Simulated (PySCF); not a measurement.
C7H15S, SMILES C[C](C)SC(C)(C)C, doublet, GFN2-xTB optimised geometry.

```
23

C      2.45     1.45    -0.86
C      1.46     0.40    -1.22
C      1.15     0.19    -2.66
S      0.94    -0.68     0.00
C     -0.96    -0.68     0.00
C     -1.43     0.77     0.00
C     -1.50    -1.45    -1.19
C     -1.32    -1.37     1.30
H      2.58     1.50     0.22
H      2.12     2.43    -1.22
H      3.43     1.25    -1.31
H      2.02     0.43    -3.27
H      0.33     0.84    -3.01
H      0.86    -0.84    -2.85
H     -2.51     0.81     0.04
H     -1.03     1.30     0.86
H     -1.09     1.28    -0.90
H     -1.03    -2.43    -1.26
H     -2.58    -1.60    -1.07
H     -1.34    -0.91    -2.12
H     -2.40    -1.40     1.43
H     -0.94    -2.39     1.30
H     -0.88    -0.85     2.15
```

Density from unrestricted CAM-B3LYP/def2-SVP (PySCF) at that geometry.

Minimum of the electron density along straight lines between bonded atoms, close to the bond critical point (lines longer than 1.1 times the sum of covalent radii, or with two minima, are not listed):

| bond | length / Å | ρ at the minimum / e bohr⁻³ | ∇²ρ there / e bohr⁻⁵ | position (fraction from the first atom) |
|---|---|---|---|---|
| C1–C2 | 1.488 | 0.261 | -0.61 | 0.49 |
| C2–C3 | 1.489 | 0.260 | -0.61 | 0.50 |
| C2–S4 | 1.711 | 0.218 | ? | 0.49 |
| S4–C5 | 1.900 | ? | -0.22 | 0.54 |
| C5–C6 | 1.519 | 0.252 | -0.59 | 0.51 |
| C5–C7 | 1.520 | 0.251 | -0.59 | 0.51 |
| C5–C8 | 1.522 | 0.250 | -0.59 | 0.51 |
| C1–H9 | 1.087 | 0.279 | -1.05 | 0.64 |
| C1–H10 | 1.094 | 0.271 | -0.98 | 0.63 |
| C1–H11 | 1.094 | 0.271 | -0.98 | 0.63 |
| C3–H12 | 1.091 | 0.274 | -1.00 | 0.63 |
| C3–H13 | 1.096 | 0.270 | -0.97 | 0.62 |
| C3–H14 | 1.088 | 0.278 | -1.04 | 0.63 |
| C6–H15 | 1.089 | 0.275 | -1.01 | 0.63 |
| C6–H16 | 1.088 | 0.278 | -1.04 | 0.63 |
| C6–H17 | 1.088 | 0.277 | -1.03 | 0.63 |
| C7–H18 | 1.088 | 0.277 | -1.03 | 0.63 |
| C7–H19 | 1.090 | 0.275 | -1.01 | 0.63 |
| C7–H20 | 1.086 | 0.278 | -1.04 | 0.63 |
| C8–H21 | 1.089 | 0.275 | -1.01 | 0.63 |
| C8–H22 | 1.088 | 0.277 | -1.03 | 0.63 |
| C8–H23 | 1.088 | 0.278 | -1.04 | 0.63 |

**Question.** Some entries are withheld; supply them.

**Answer.** 
- C2–S4, ∇²ρ there / e bohr⁻⁵: -0.52
- S4–C5, ρ at the minimum / e bohr⁻³: 0.157
